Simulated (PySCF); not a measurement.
Computed shifts of a molecule C₄H₇NS, HF/pcSseg-1 (PySCF), GIAO, gas phase, equivalent atoms averaged, in ppm (number of nuclei): ¹³C: 210.0 (1), 117.4 (1), 105.6 (1), 20.4 (1). ¹⁵N: 44.8 (1). ¹H: 6.81 (1), 5.85 (1), 2.33 (3), 2.31 (1), 2.14 (1). References: ¹³C against TMS (σ = 192.6 ppm); ³³S against H2S (σ = 725.2 ppm); ¹⁵N against NH3 (σ = 267.3 ppm); ¹H against TMS (σ = 31.99 ppm), references at their B3LYP-D3(BJ)/def2-TZVP geometries, non-relativistic. The structure is a stationary point at r2SCAN-D4/def2-SVP. One conformer was computed; it need not be the lowest.

Q: Pick the molecule that these values belong to.
A. C=C/N=C/SC
B. CSC=C=CN
C. CC1(C)N=CS1
D. C=C=C(N)SC

A: B, CSC=C=CN
